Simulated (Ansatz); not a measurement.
`CO[Si](N)(O)[SiH3]`, charge 0, multiplicity 1.

**Question.** Give a relaxed structure at PBE0-D4/def2-TZVP (Ansatz 0.2.0). (An estimate is asked.)

**Answer.** Computed: 
```xyz
15

C    -1.9939   -0.9265    0.2684
O    -0.6227   -1.1620    0.4860
Si    0.5329    0.0011    0.4297
N     1.9686   -0.9031    0.6220
O     0.4162    1.1218    1.6269
Si    0.3452    1.2851   -1.5241
H    -2.5186   -1.8812    0.3330
H    -2.1799   -0.4985   -0.7235
H    -2.4087   -0.2481    1.0212
H     2.0087   -1.8491    0.2793
H     2.8704   -0.4571    0.5991
H     0.6269    0.8114    2.5115
H     1.5286    2.1790   -1.6639
H     0.3050    0.3933   -2.7181
H    -0.8788    2.1338   -1.5475
```
This is one stationary point; other conformers may exist.
